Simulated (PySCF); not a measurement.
An unknown gives this computed stick spectrum. Method: TDDFT CAM-B3LYP/def2-SVPD, vertical, gas phase, core orbitals frozen in the response in PySCF 2.14.0, density-fitted response routines. Geometries: GFN2-xTB, one conformer each.

| state | E (eV) | f |
| --- | --- | --- |
| S1 | 5.10 | 0.0022 |
| S2 | 6.76 | 0.289 |
| S3 | 6.85 | 0.0010 |
| S4 | 7.09 | 0.0024 |
| S5 | 7.27 | 0.089 |
| S6 | 7.33 | 0.0040 |
| S7 | 7.69 | 0.211 |
| S8 | 7.70 | 0.014 |

Triplets computed (Tamm–Dancoff): 4.22, 4.45, 5.79 eV.

Question: Which candidate is it? All have the formula C4H7FO2Si.
A. `O=C(O)[C@@H]1C[SiH2][C@@H]1F`
B. `O=C(O)[SiH2]/C=C\CF`
C. `CC1=C(F)CO[SiH2]O1`
D. `CO[C@@]1(F)[SiH2][C@H]1C=O`

Answer: B. Its S1 lies at 5.10 eV; the nearest of the others has S1 at 5.80 eV. S1 is HOMO→LUMO (54%), HOMO→LUMO+2 (42%). Löwdin shares by element: HOMO oxygen 66%, carbon 15% or more, silicon 11%; LUMO carbon 49% or more, silicon 17% (atoms not listed hold the other 34%). At the same level the other candidates give, for their lowest levels:
- `CO[C@@]1(F)[SiH2][C@H]1C=O`: 4.21 eV (f 0.002); 5.50 eV (f 0.061); 6.15 eV (f 0.104); 6.47 eV (f 0.122); 6.81 eV (f 0.015); T1 3.66 eV; HOMO -8.58, LUMO -0.23 eV
- `CC1=C(F)CO[SiH2]O1`: 5.96 eV (f 0.003); 6.41 eV (f 0.023); 6.61 eV (f 0.004); 6.83 eV (f 0.268); 7.33 eV (f 0.006); T1 4.25 eV; HOMO -7.92, LUMO 0.99 eV
- `O=C(O)[C@@H]1C[SiH2][C@@H]1F`: 5.80 eV (f 0.000); 6.79 eV (f 0.024); 7.27 eV (f 0.043); 7.52 eV (f 0.050); 7.64 eV (f 0.014); T1 5.29 eV; HOMO -9.45, LUMO 0.56 eV

Conformer computed: `[O:1]=[C:2]([OH:3])[SiH2:4]/[CH:5]=[CH:6]\[CH2:7][F:8]`: O1–C2–Si4–C5 0°, C2–Si4–C5–C6 180°, C5–C6–C7–F8 0°, H–O3–C2–O1 0°.
